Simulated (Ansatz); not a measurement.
Geometry optimisation, RKS B3LYP-D4/def2-SVP (Ansatz).

input.yaml

```yaml
crystal:
  periodic: [false, false, false]
  atoms:
    - { symbol: Si, position_ang: [-0.5089, -0.3284, -0.5526] }
    - { symbol: Br, position_ang: [2.0987, -0.9625, -0.2666] }
    - { symbol: F, position_ang: [-0.7887, -1.8016, -1.0463] }
    - { symbol: F, position_ang: [-0.1583, 0.7507, -1.6491] }
    - { symbol: F, position_ang: [-1.9811, 0.078, -0.1257] }
    - { symbol: H, position_ang: [1.3426, 0.2731, 1.0983] }
    - { symbol: O, position_ang: [0.1056, 0.53, 1.2211] }
    - { symbol: H, position_ang: [-0.1099, 1.4606, 1.3208] }
basis:
  gaussian: { orbitals: def2-SVP }
hamiltonian:
  xc: b3lyp
  dispersion: d4
relax:
  f_tol: 0.15
  max_steps: 25
  restrain:
    - { distance: [0, 6], at: 1.77, k: 30.0 }
    - { distance: [5, 1], at: 1.51, k: 30.0 }
    - { distance: [0, 1], at: 3.61, k: 30.0 }
    - { distance: [5, 6], at: 2.27, k: 30.0 }
```

Command:

```bash
$ ansatz run input.yaml --threads 2 --pin off --max-ram 3072MiB --backend cpu --events-out ev --progress --plain --runs-dir out
```

**Question.** Where does it end, and by what steps?

**Answer.** The run converged. The restraints hold the end off the free minimum. After 8 steps the energy has fallen by 1.657 eV (the restraints' own energy left out); H6 moved furthest, 0.88 Å. Joined: Br2–H6 (1.99 → 1.48 Å).

```csv
step,energy less start (eV),largest force component (eV/Å),accepted
0,0.0000,2.904,yes
1,0.4618,3.318,yes
2,0.3067,5.926,yes
3,-0.5039,5.108,yes
4,-1.0348,8.273,yes
5,-1.5037,1.924,yes
6,-1.6047,1.781,yes
7,-1.6121,1.727,yes
8,-1.6570,1.779,yes
```

```xyz
8
Properties=species:S:1:pos:R:3
Si -0.880 -0.050 -0.404
Br 2.675 -0.685 -0.207
F -0.556 -1.599 -0.550
F -0.259 0.803 -1.601
F -2.464 0.137 -0.456
H 1.809 -0.465 0.969
O -0.258 0.456 1.102
H -0.067 1.403 1.148
```

Run time: 18 s on 2 threads of INTEL(R) XEON(R) PLATINUM 8581C CPU @ 2.30GHz (Emerald Rapids) (shared host), peak memory 0.33 GiB.
